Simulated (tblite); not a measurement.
Cl3H5P2Si3.
Structure used (GFN2-xTB), in Å, numbered top down from 1:
```
atom  x, y, z in Å
Cl1    3.6061   -1.0846   -0.7581
Si2    2.3630    0.2949    0.0326
Cl3    3.2011    2.1113   -0.2364
Cl4    2.2507   -0.0443    2.0289
Si5    0.2627    0.1924   -0.9603
P6    -0.9020   -1.7408   -0.6837
Si7   -2.4215   -0.3535    0.2680
P8    -1.3285    1.5910   -0.1345
H9     0.3412    0.4401   -2.4072
H10   -0.2920   -2.1110    0.5040
H11   -3.6677   -0.3860   -0.4927
H12   -2.6385   -0.6143    1.6895
H13   -0.7790    1.7054    1.1322
```

Calculated harmonic vibrations of the isolated species, GFN2-xTB (tblite), most abundant isotopes, no scaling. Errors from tens to a few hundred cm⁻¹ against measured bands are possible. Modes of hydrogen on phosphorus and silicon can be 10 to 20 % off.

How many normal modes are there?

13 atoms, non-linear: 3N − 6 = 33.

What is the point group of the computed structure, and how do the modes divide by symmetry?

Cs. The vibrations span 20 a′ + 13 a″.

How many distinct wavenumbers does the calculation give?

33: Cs has no degenerate species.

How many fundamentals are allowed in the infrared by symmetry?

33 of 33: in Cs every mode is allowed. All fundamentals are allowed in the Raman spectrum.

How large is the harmonic zero-point energy?

Half the sum of the wavenumbers, 10962 cm⁻¹, or 1.359 eV from 33 modes; those above 1550 cm⁻¹ give 0.701 eV of it.

Time: 1.9 s of wall time. Hardware: an Arm Neoverse N1 with one thread, no GPU (shared host). The figure is for the frequency step alone.
